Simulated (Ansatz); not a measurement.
Consider the redistribution: `C[SiH](O)[SiH](O)O` + `C1[SiH2]S1` → `C[SiH2][SiH](O)O` + `O[SiH]1CS1`.

Calculated with Ansatz (gas phase, PBE0-D4/def2-TZVP geometries, no zero-point term in ΔE). CCSD(T)/CBS adds triple-zeta CCSD(T) − MP2 to the extrapolated MP2 energy (def2 sets, frozen cores). DFT in def2-TZVPP. B3LYP here is the variant with VWN-RPA as its local correlation; programs differ in this. Each species was taken in one conformer, which may not be the lowest.

```tsv
level	ΔE (kcal/mol)	difference from CCSD(T)/CBS
PBE-D4	-2.6	0.0
r2SCAN-D4	-2.9	-0.3
PBE0-D4	-2.7	-0.1
B3LYP-D4	-2.5	0.1
B2PLYP	-2.8	-0.2
HF/def2-TZVPP	-3.2	-0.6
MP2/def2-QZVPP	-2.7	-0.1
HF/CBS(def2)	-3.3	-0.7
MP2/CBS(def2)	-2.7	-0.1
CCSD/CBS(def2)	-2.7	-0.1
CCSD(T)/CBS	-2.6	0
```

Largest T1 diagnostic among the species: 0.012.
